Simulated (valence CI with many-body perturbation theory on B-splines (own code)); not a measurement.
Xe XXXIII: one-electron terms

Method: configuration interaction combined with many-body perturbation theory (CI+MBPT): four valence electrons over a frozen Dirac-Fock core [Ar], a basis of 7 s, 7 p, 8 d, 6 f, 4 g, 1 h functions for each j, with the one-electron correlation potential Σ1, the two-electron term Σ2, the three-electron term Σ3, Breit, model QED; selected CI, second order for the rest, scaled by the run's own slope (own B-spline code, finite nucleus).

The last digits are not significant, and no measured levels were compared; by estimate large intervals hold to a few tenths of a per cent, small ones and those within an open d or f shell to about a per cent. Only levels of the ground parity were solved; by the run's estimate the other parity begins above the list, which can be wrong where configurations are misplaced.

These are the spectroscopic orbitals of the CI (the correlating ones are not listed), shaped by the core and the other valence electrons. h is the expectation value of the core's Dirac-Fock operator, without the valence repulsion; Σ1 is computed up to l = 3 at one energy for each symmetry, that of its lowest orbital but kept below the first core excitation, so for empty shells it is not the orbital's own correlation shift; Breit and QED include the response of the core.

| Orbital | h (hartree) | Σ1 (cm⁻¹) | Breit (cm⁻¹) | QED (cm⁻¹) | ⟨r⟩ (bohr) |
| --- | --- | --- | --- | --- | --- |
| 4s1/2 | -50.072 | -7522 | 4229 | 3101 | 0.5696 |
| 5s1/2 | -30.528 | -2837 | 2037 | 1516 | 0.9327 |
| 6s1/2 | -20.568 | -1413 | 1116 | 842 | 1.389 |
| 4p1/2 | -48.186 | -9753 | 6698 | -111 | 0.5669 |
| 5p1/2 | -29.601 | -3568 | 3308 | -51.7 | 0.9376 |
| 6p1/2 | -20.047 | -1757 | 1843 | -28.1 | 1.402 |
| 4p3/2 | -47.167 | -9335 | 4179 | 204 | 0.5803 |
| 5p3/2 | -29.112 | -3502 | 2069 | 104 | 0.9541 |
| 6p3/2 | -19.774 | -1741 | 1212 | 58.9 | 1.422 |
| 3d3/2 | -84.427 | -21720 | 8680 | -803 | 0.2508 |
| 4d3/2 | -44.424 | -9544 | 3095 | -220 | 0.5576 |
| 5d3/2 | -27.8 | -3705 | 1512 | -102 | 0.9476 |
| 3d5/2 | -83.788 | -20808 | 4205 | -428 | 0.2537 |
| 4d5/2 | -44.197 | -9306 | 1548 | -98.3 | 0.5611 |
| 5d5/2 | -27.688 | -3597 | 747 | -42.5 | 0.9519 |
| 4f5/2 | -41.696 | -21391 | 282 | -127 | 0.5094 |
| 5f5/2 | -26.547 | -8754 | 127 | -61.7 | 0.9122 |
| 4f7/2 | -41.622 | -19056 | -189 | -82.4 | 0.5108 |
| 5f7/2 | -26.506 | -7769 | -74.2 | -38.3 | 0.9140 |
| 5g7/2 | -25.866 |  | 18.9 | -14.0 | 0.8252 |
| 5g9/2 | -25.849 |  | -24.9 | -3.2 | 0.8260 |

Among the shells of the start configuration 3d4, Σ1 is largest in size for 3d3/2, where it is 0.12 % of h.

Lowest root of each symmetry, sizes in configuration state functions:

```
J  Parity  Roots  Reference  Variational  Second order  Change by selected CI (cm⁻¹)  Change by second order (cm⁻¹)
0    even      5         37         4376         12751                        -10468                             -1
1    even      4         93        11238         14265                         -8852                             -1
2    even      8        133        16558         20799                         -8748                             -1
3    even      6        136        17890         24450                         -9299                             -1
4    even      7        121        17434         39918                        -10284                             -2
5    even      2         88        13652          2187                        -10028                             -3
6    even      2         56        10762          1194                        -10229                             -2
```
